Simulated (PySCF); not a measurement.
A structure optimised at B3LYP-D3(BJ)/def2-SVP, used in a PySCF frequency run:

```xyz
6

O      1.5424     1.7252     0.0000
Si    -0.0003     1.1914     0.0000
F     -0.8044     1.7472     1.2797
F     -0.8044     1.7472    -1.2797
I      0.0084    -1.2190     0.0000
H      1.7014     2.6785     0.0000
```
Charge 0, spin multiplicity 1.

Problem. Write its SMILES, formula and point group.

Solution. O[Si](F)(F)I, F2HIOSi, Cs

Problem. What are its rotational constants (standard atomic weights)?

Solution. 3.9618, 1.1014, 1.0940 GHz
